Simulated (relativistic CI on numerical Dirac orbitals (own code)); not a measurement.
## Inner-shell lines of In¹⁸⁺

Calculated at this level of theory: Dirac-Coulomb-Breit CI, KLI orbitals optimised for each configuration, QED by a radiative potential, valence Slater integrals scaled by 0.85 (own radial code, finite nucleus).

CI space (outside the closed core 1s2 2s2 3s2 3p6 3d10): 2p⁶4s²4p, 2p⁵4s²4p4d, 2p⁵4s²4p5s, 2p⁵4s²4p5d, 2p⁶4s4p², 2p⁵4s4p²5s. Levels of other configurations are missing.

The table holds the strongest lines. The upper levels have an inner-shell vacancy. Auger decay, open to those above the ionisation limit, is not computed, and radiative decays to configurations outside the model are missing too. Absolute energies can be off by a few tenths of a per cent, so close lines can change order. LS names give the leading component, which can be well under half, for lower levels too. Brackets number the levels in order of energy.

```
E (eV)                   Upper                Lower   A (s⁻¹)  gA (s⁻¹)
3818.3   2p⁵4s²4p4d ²D5/2 [34]  2p⁶4s²4p ²P°3/2 [2]  8.04e+12  4.82e+13
3818.9   2p⁵4s²4p4d ⁴P5/2 [36]  2p⁶4s²4p ²P°3/2 [2]  1.11e+13  6.66e+13
3819.8   2p⁵4s²4p4d ²D5/2 [40]  2p⁶4s²4p ²P°3/2 [2]  7.73e+12  4.64e+13
3820.3   2p⁵4s²4p4d ⁴D3/2 [22]  2p⁶4s²4p ²P°1/2 [1]  1.44e+13  5.76e+13
3821.3   2p⁵4s²4p4d ²D3/2 [42]  2p⁶4s²4p ²P°3/2 [2]  1.18e+13  4.74e+13
3821.4   2p⁵4s²4p4d ²D3/2 [24]  2p⁶4s²4p ²P°1/2 [1]  3.02e+13  1.21e+14
3821.9   2p⁵4s²4p4d ⁴P1/2 [43]  2p⁶4s²4p ²P°3/2 [2]  2.08e+13  4.17e+13
3822.2   2p⁵4s²4p4d ²D5/2 [44]  2p⁶4s²4p ²P°3/2 [2]  2.09e+13  1.26e+14
3822.4   2p⁵4s²4p4d ²P1/2 [25]  2p⁶4s²4p ²P°1/2 [1]  4.82e+13  9.65e+13
3823.5   2p⁵4s²4p4d ²P3/2 [45]  2p⁶4s²4p ²P°3/2 [2]  3.05e+13  1.22e+14
3827.6   2p⁵4s²4p4d ²S1/2 [50]  2p⁶4s²4p ²P°3/2 [2]  3.85e+13  7.69e+13
3828.3   2p⁵4s²4p4d ²D3/2 [51]  2p⁶4s²4p ²P°3/2 [2]  1.44e+13  5.78e+13
3829.2   2p⁵4s²4p4d ²D5/2 [52]  2p⁶4s²4p ²P°3/2 [2]  1.01e+13  6.07e+13
3993.8  2p⁵4s²4p5d ²P1/2 [101]  2p⁶4s²4p ²P°1/2 [1]  2.51e+13  5.02e+13
3993.9  2p⁵4s²4p5d ²D3/2 [102]  2p⁶4s²4p ²P°1/2 [1]  2.46e+13  9.83e+13
3994.2  2p⁵4s²4p5d ²D5/2 [137]  2p⁶4s²4p ²P°3/2 [2]  1.21e+13  7.25e+13
3994.3  2p⁵4s²4p5d ²P3/2 [138]  2p⁶4s²4p ²P°3/2 [2]  2.28e+13  9.12e+13
3995.1  2p⁵4s²4p5d ²D5/2 [140]  2p⁶4s²4p ²P°3/2 [2]  7.31e+12  4.39e+13
3995.2  2p⁵4s²4p5d ²S1/2 [141]  2p⁶4s²4p ²P°3/2 [2]  2.17e+13  4.34e+13
3999.0  2p⁵4s²4p5d ²D5/2 [152]  2p⁶4s²4p ²P°3/2 [2]  3.38e+12  2.03e+13
4020.6  2p⁵4s²4p4d ²D5/2 [160]  2p⁶4s²4p ²P°3/2 [2]  5.89e+12  3.53e+13
4025.4  2p⁵4s²4p4d ²D3/2 [156]  2p⁶4s²4p ²P°1/2 [1]  3.75e+13  1.50e+14
4025.5  2p⁵4s²4p4d ²P3/2 [166]  2p⁶4s²4p ²P°3/2 [2]  7.42e+12  2.97e+13
4028.9  2p⁵4s²4p4d ²D5/2 [171]  2p⁶4s²4p ²P°3/2 [2]  1.13e+13  6.80e+13
4029.2  2p⁵4s²4p4d ⁴P1/2 [172]  2p⁶4s²4p ²P°3/2 [2]  3.51e+13  7.01e+13
4029.4  2p⁵4s²4p4d ²P3/2 [173]  2p⁶4s²4p ²P°3/2 [2]  2.60e+13  1.04e+14
4030.6  2p⁵4s²4p4d ⁴D1/2 [162]  2p⁶4s²4p ²P°1/2 [1]  3.54e+13  7.09e+13
4036.2  2p⁵4s²4p4d ²D5/2 [177]  2p⁶4s²4p ²P°3/2 [2]  1.46e+13  8.77e+13
4200.6  2p⁵4s²4p5d ⁴F3/2 [198]  2p⁶4s²4p ²P°1/2 [1]  9.05e+12  3.62e+13
4201.1  2p⁵4s²4p5d ⁴P5/2 [218]  2p⁶4s²4p ²P°3/2 [2]  4.63e+12  2.78e+13
4201.2  2p⁵4s²4p5d ²P1/2 [202]  2p⁶4s²4p ²P°1/2 [1]  1.53e+13  3.06e+13
4201.9  2p⁵4s²4p5d ²P3/2 [224]  2p⁶4s²4p ²P°3/2 [2]  8.31e+12  3.33e+13
4202.5  2p⁵4s²4p5d ²D5/2 [226]  2p⁶4s²4p ²P°3/2 [2]  1.00e+13  6.03e+13
4202.5  2p⁵4s²4p5d ⁴P1/2 [227]  2p⁶4s²4p ²P°3/2 [2]  1.39e+13  2.78e+13
4203.9  2p⁵4s²4p5d ²D3/2 [206]  2p⁶4s²4p ²P°1/2 [1]  5.85e+12  2.34e+13
```
